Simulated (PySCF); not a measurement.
## Polarisability and C₆ of Te⁺ (tellurium, charge +1)

[Kr] 4d10 5s2 5p3, high-spin 4S determinant. Calculation: PySCF 2.14, in aug-cc-pVTZ-PP with one added diffuse shell each of d, f type with ECP28MDF (6s5p5d3f, 67 functions); scalar relativity through the core potential. Coupled (time-dependent) response in atomic units; α is the mean over directions.

```tsv
method	mean α (bohr³)	C₆ (like pair)	S(−4)
UHF	22.42	185.8	104.9
PBE	22.58	186.1	111.3
PBE0	22.25	183.1	105.3
r2SCAN0	22.06	185.8	97.03
M06	22.21	178.1	112.6
```

S(−4) is the Cauchy moment in α(ω) = α(0) + S(−4) ω² + …

α(iu) at UHF:

```
u (hartree)  α(iu) (bohr³)
          0          22.42
     0.0500          22.16
      0.100          21.43
      0.200          18.95
      0.300          15.98
      0.500          10.85
      0.750          6.891
       1.00          4.700
       1.50          2.611
       2.00          1.689
       3.00         0.8942
       5.00         0.3792
```

For an ion, C₆ is the dispersion term alone; charge-induced terms of lower order in 1/R come first.

Energies and moments cover only the electrons outside the core potential.
